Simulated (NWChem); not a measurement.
A series in which one site is exchanged, each optimised at PBE0/def2-SVP with NWChem, gas phase unless a solvent is named. For some, no frequency run checked for a minimum. def2 effective core potentials on Zr; no spin-orbit coupling.

A: [OH][TiH3] (TiH4O; site = Ti)
B: O[SiH3] (SiH$_{4}$O; site = Si)
C: [OH][ZrH3] (ZrH4O; site = Zr)
D: [GeH3][OH] (GeH4O; site = Ge)

Question: Rank them by dipole (D), PBE0/def2-SVP, lowest first.

Answer: B (1.40), D (1.49), C (2.03), A (2.20)
